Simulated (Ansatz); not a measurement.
Isomers

Structures of CH4NSe (charge -1), singlet, relaxed at PBE0-D4/def2-TZVPD (vibrations not checked; lower isomers may exist, and structures with a doubtful reference or unclear bonds are left out). Computed with Ansatz 0.2.0 (basis: def2-TZVPPD); correlated methods freeze the cores. Filled d shells of the heavier atoms are correlated. The def2 sets are not built for correlating such inner shells, so the correlated values are less sure here. B3LYP uses VWN-RPA correlation.

Q: Rank them by CCSD(T) energy, lowest first, and give each one's height above the lowest. Links in brackets join atoms within 1.22 times the sum of their covalent radii (1.1 for two metals). (An estimate is asked for; the value comes from the calculation.)
A.
CH₄NSe ([NH3][CH][Se]), total charge -1
```
7
angstrom
N -0.6538 0.2137 -0.6747
C 0.5933 0.2988 0.2040
Se 0.4169 -1.3384 1.2561
H -1.4379 0.2621 -0.0274
H -0.7738 -0.7115 -1.1566
H -0.7119 0.9873 -1.3408
H 1.4010 0.1080 -0.5171
```
B.
CH₄NSe ([NH2][CH][SeH]), total charge -1
```
7
angstrom
N -1.0935 0.1017 -0.4925
C -0.4099 -0.0805 0.7669
Se 1.3696 -0.8359 0.6732
H -1.2933 -0.7990 -0.9094
H -0.5578 0.6241 -1.1916
H -0.3185 0.8881 1.2691
H 2.3035 0.1015 -0.1157
```
C.
CH₄NSe ([NH2][CH2][Se]), total charge -1
```
7
angstrom
N -0.7108 0.3038 -0.6459
C 0.4958 0.1775 0.1731
Se 0.5659 -1.4061 1.3439
H -1.4954 0.2593 0.0000
H -0.7932 -0.5688 -1.1623
H 0.5798 1.0760 0.7895
H 1.3579 0.1582 -0.4983
```

A: Computed: C (0.0 kJ/mol), B (217.0 kJ/mol), A (287.4 kJ/mol). Heights count from the lowest.

Q: Do PBE-D4, r2SCAN-D4, PBE0-D4, B3LYP-D4, wB97M-V, HF, MP2 give the same order? (Judge from chemistry; the calculation decides.)

A: By the calculation: All do.

No T1 diagnostic of these runs exceeds 0.020. The highest PBE0 orbital of the anion lies well above zero, so the extra electron may be unbound in the gas phase.

For scale, one of the runs: CCSD(T)/def2-TZVPPD, 199 basis functions, launched by `ansatz run in.yaml --threads 2 --pin off --events-out ev --progress --plain --max-ram 4352MiB`. Hardware: 2 CPU threads of an Arm Neoverse V1, shared host. Wall time 2.1 min; peak host memory 2.5 GiB.
